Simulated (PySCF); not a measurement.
WBr₂ + Cl₂ → WCl₂ + Br₂

Level: PBE0 in the def2-TZVP basis family, computed in PySCF with density fitting; scalar-relativistic core potentials for atoms from Rb on, none lighter, no spin–orbit coupling; open shells unrestricted.

```csv
species,state and structure,E (Eh),ZPE (kJ/mol),H(298 K) − H(0) (kJ/mol),S° (J/(mol K))
WBr₂,"quintet, C2v, W–Br 2.414 Å (×2); Br–W–Br 143.0°",-5214.83171,3.4,14.6,346.2
Cl₂,"singlet, D∞h, Cl–Cl 1.982 Å",-920.08940,3.5,9.1,222.5
WCl₂,"quintet, C2v, W–Cl 2.267 Å (×2); Cl–W–Cl 141.3°",-987.23973,5.1,13.7,322.9
Br₂,"singlet, D∞h, Br–Br 2.281 Å",-5147.70672,2.0,9.7,244.8
```

**Question.** What is the electronic reaction energy?

**Answer.** At PBE0/def2-TZVP, ΔE = -66.5 kJ/mol from the differences of the total energies times 2625.5, downhill. Chlorination of this kind underlies dry etching.

**Question.** Add zero-point, thermal and entropy terms for 298.15 K and 1 bar.

**Answer.** ΔZPE = 0.2 and Δ[H(298) − H(0)] = -0.3 kJ/mol give ΔH° = -66.6 kJ/mol. ΔS° = -1.0 J/(mol K), so ΔG° = -66.6 − 298.15 × (-0.0010) = -66 kJ/mol and log₁₀K = 11.6.

Spin–orbit coupling can matter for WBr₂, WCl₂ and is left out. Open d or f shells are single determinants, so the state found may not be the ground state. Modes under 40 cm⁻¹ make the shape and entropy of WBr₂ uncertain. The structures come from searches over a few start shapes, so lower isomers are not excluded.
